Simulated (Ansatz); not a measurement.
Consider the formal loss of a carbene: `C[SiH2][SnH3]` → `[CH2]` (triplet) + `[SiH3][SnH3]`.

Isolated molecules relaxed with PBE0-D4/def2-TZVP in Ansatz; ΔE leaves out vibrations. CBS: MP2 limit from def2 TZ/QZ plus the TZ coupled-cluster correction, frozen cores. This one scheme is used for every species. Functionals use def2-TZVPP. Triplets are unrestricted, without spin–orbit coupling. def2 core potentials past Kr. For Sn outer-core shells are correlated without core-valence functions, which leaves a few kJ/mol of doubt a bond.

```json
{"level": "BLYP-D4", "ΔE (kJ/mol)": "465.8", "difference from CCSD(T)/CBS": "-9.3"}
{"level": "BHLYP-D4", "ΔE (kJ/mol)": "454.6", "difference from CCSD(T)/CBS": "-20.5"}
{"level": "revPBE", "ΔE (kJ/mol)": "449.3", "difference from CCSD(T)/CBS": "-25.8"}
{"level": "BLYP", "ΔE (kJ/mol)": "452.0", "difference from CCSD(T)/CBS": "-23.1"}
{"level": "r2SCAN", "ΔE (kJ/mol)": "451.5", "difference from CCSD(T)/CBS": "-23.6"}
{"level": "r2SCAN0", "ΔE (kJ/mol)": "447.0", "difference from CCSD(T)/CBS": "-28.1"}
{"level": "BHLYP", "ΔE (kJ/mol)": "446.1", "difference from CCSD(T)/CBS": "-29.0"}
{"level": "CCSD/def2-TZVPP", "ΔE (kJ/mol)": "450.0", "difference from CCSD(T)/CBS": "-25.1"}
{"level": "MP2/def2-QZVPP", "ΔE (kJ/mol)": "485.3", "difference from CCSD(T)/CBS": "10.2"}
{"level": "HF/CBS(def2)", "ΔE (kJ/mol)": "322.1", "difference from CCSD(T)/CBS": "-153.0"}
{"level": "CCSD(T)/CBS", "ΔE (kJ/mol)": "475.1", "difference from CCSD(T)/CBS": "0"}
```

Problem. What do rigid-rotor, harmonic-oscillator terms from PBE0-D4/def2-TZVP frequencies (298.15 K, 1 bar) make of the CCSD(T)/CBS value? (An estimate is asked.)

Solution. The calculation gave: ΔZPE = -31.6 kJ/mol, ΔH = +449.3 kJ/mol, ΔS = 147 J/(mol·K), ΔG = +405.4 kJ/mol. Open shells count their whole term as degenerate.

Largest T1 diagnostic among the species: 0.013.

At CCSD(T), def2-SVP lies −30.8 kJ/mol from the extrapolated value and def2-TZVPP −13.6 kJ/mol. From r2SCAN to r2SCAN0 (25 % exact exchange), in def2-TZVPP and without D4, ΔE moves by −4.5 kJ/mol. In def2-TZVPP, CCSD(T) changes the Hartree–Fock value by +139.6 kJ/mol (the triples alone add +11.5 kJ/mol) and MP2 by +155.5 kJ/mol.
